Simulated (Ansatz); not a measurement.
`[F][Ge]([F])([I])[I]` + H–F → `[F][Ge]([F])([F])[I]` + HI  (ligand exchange at a Ge–I bond)

Computed with Ansatz on PBE0-D4/def2-TZVP structures; ΔE is electronic, products minus reactants. CCSD(T)/CBS is the MP2 limit (def2-TZVPP, def2-QZVPP) plus CCSD(T) − MP2 in def2-TZVPP, frozen cores. This one scheme is used for every species. Functionals use def2-TZVPP. B3LYP here is the variant with VWN-RPA as its local correlation; programs differ in this. HSE06 is defined as in plane-wave codes. Elements past krypton have def2 core potentials. For Ge, I outer-core shells are correlated without core-valence functions, which leaves a few kJ/mol of doubt a bond. Scalar relativity is left out up to krypton.

`[F][Ge]([F])([I])[I]`:

```xyz
5

F    -1.550   -0.526    0.701
Ge   -0.021   -0.076    0.063
F     1.072   -1.212    0.743
I    -0.058   -0.364   -2.386
I     0.556    2.179    0.879
```

H–F:

Z-matrix (Å, degrees):
```
F
H 1 0.920
```

`[F][Ge]([F])([F])[I]`:

Cartesian coordinates in Å:
```
F -0.929 -0.999 1.089
Ge -0.069 0.048 0.054
F 0.620 1.251 1.047
F -1.231 0.830 -0.917
I 1.609 -1.130 -1.274
```

HI:

```xyz
2

I    -0.245   -0.703   -0.306
H     0.245    0.703    0.306
```

| level | ΔE (kcal/mol) | difference from CCSD(T)/CBS |
| --- | --- | --- |
| LDA (SPW92) | 5.4 | -0.9 |
| PBE-D4 | 6.6 | 0.3 |
| revPBE-D4 | 6.7 | 0.4 |
| r2SCAN-D4 | 3.9 | -2.4 |
| B97M-V | 1.1 | -5.2 |
| PBE0-D4 | 6.7 | 0.4 |
| B3LYP-D4 | 5.2 | -1.1 |
| r2SCANh-D4 | 4.3 | -2.0 |
| r2SCAN0-D4 | 4.7 | -1.6 |
| HSE06-D4 | 6.8 | 0.5 |
| BHLYP-D4 | 5.2 | -1.1 |
| CAM-B3LYP-D4 | 2.5 | -3.8 |
| B2PLYP | 3.2 | -3.1 |
| PBE | 5.2 | -1.1 |
| revPBE | 4.9 | -1.4 |
| BLYP | 2.4 | -3.9 |
| r2SCAN | 3.6 | -2.7 |
| PBE0 | 5.4 | -0.9 |
| B3LYP | 2.8 | -3.5 |
| r2SCANh | 3.9 | -2.4 |
| r2SCAN0 | 4.3 | -2.0 |
| HSE06 | 5.5 | -0.8 |
| BHLYP | 2.2 | -4.1 |
| LC-ωPBE | 2.3 | -4.0 |
| RPA@PBE/def2-TZVPP | 1.9 | -4.4 |
| HF/def2-SVP | -0.5 | -6.8 |
| MP2/def2-SVP | 1.0 | -5.3 |
| CCSD/def2-SVP | -0.6 | -6.9 |
| CCSD(T)/def2-SVP | -0.4 | -6.7 |
| HF/def2-TZVPP | -0.2 | -6.5 |
| MP2/def2-TZVPP | 5.7 | -0.6 |
| SCS-MP2/def2-TZVPP | 3.4 | -2.9 |
| CCSD/def2-TZVPP | 2.3 | -4.0 |
| CCSD(T)/def2-TZVPP | 3.0 | -3.3 |
| HF/def2-QZVPP | -0.7 | -7.0 |
| MP2/def2-QZVPP | 7.5 | 1.2 |
| SCS-MP2/def2-QZVPP | 4.9 | -1.4 |
| HF/CBS(def2) | -0.7 | -7.0 |
| MP2/CBS(def2) | 9.0 | 2.7 |
| CCSD/CBS(def2) | 5.6 | -0.7 |
| CCSD(T)/CBS | 6.3 | 0 |

Largest T1 diagnostic among the species: 0.011.

Leaving LDA and LC-ωPBE aside and taking each functional with its dispersion term where it has one, the values spread over 5.7 kcal/mol, from B97M-V to HSE06-D4. The D4 term adds +2.5 kcal/mol with B3LYP and +1.3 kcal/mol with PBE0; it sums over pairs of atoms, weighted by their polarisabilities, and B3LYP, whose exchange is more repulsive, gets the larger term. From r2SCAN to r2SCAN0 (25 % exact exchange), in def2-TZVPP and without D4, ΔE moves by +0.8 kcal/mol.
